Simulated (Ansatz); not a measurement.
Start from `C[O][Sn]([F])([F])[c]1ccccc1` and change one atom or group to get `SCc1ccccc1`.

Ansatz, PBE0-D4/def2-TZVP geometries, multiplicity 1. Each molecule was computed in one conformer, which needn't be the lowest.

Elements past krypton have def2 core potentials.

```csv
property,`C[O][Sn]([F])([F])[c]1ccccc1`
LUMO energy (PBE/def2-TZVPP) / eV,-2.25
LUMO energy (PBE0/def2-TZVPP) / eV,-1.34
LUMO energy (B3LYP/def2-TZVPP) / eV,-1.60
size of the dipole moment (B3LYP/def2-TZVPP) / D,3.92
HOMO–LUMO gap (ωB97M-V/def2-TZVPP) / eV,10.77
LUMO energy (ωB97M-V/def2-TZVPP) / eV,0.62
```

Problem. Give the same properties after the change, and the shifts. (An estimate is asked.)

Solution. Ansatz gave: 
```tsv
property	`SCc1ccccc1`	shift
LUMO energy (PBE/def2-TZVPP) / eV	-1.40	0.85
LUMO energy (PBE0/def2-TZVPP) / eV	-0.50	0.84
LUMO energy (B3LYP/def2-TZVPP) / eV	-0.68	0.92
size of the dipole moment (B3LYP/def2-TZVPP) / D	1.37	-2.55
HOMO–LUMO gap (ωB97M-V/def2-TZVPP) / eV	10.35	-0.42
LUMO energy (ωB97M-V/def2-TZVPP) / eV	1.50	0.88
```

With PBE0 the HOMO rises by 1.35 eV and the LUMO rises by 0.84 eV, so the gap narrows by about 0.51 eV. PBE moves the HOMO by 1.07 eV and ωB97M-V by 1.28 eV. Dipoles are sizes alone; their direction can turn.

B3LYP here is the variant with VWN-RPA as its local correlation; programs differ in this.
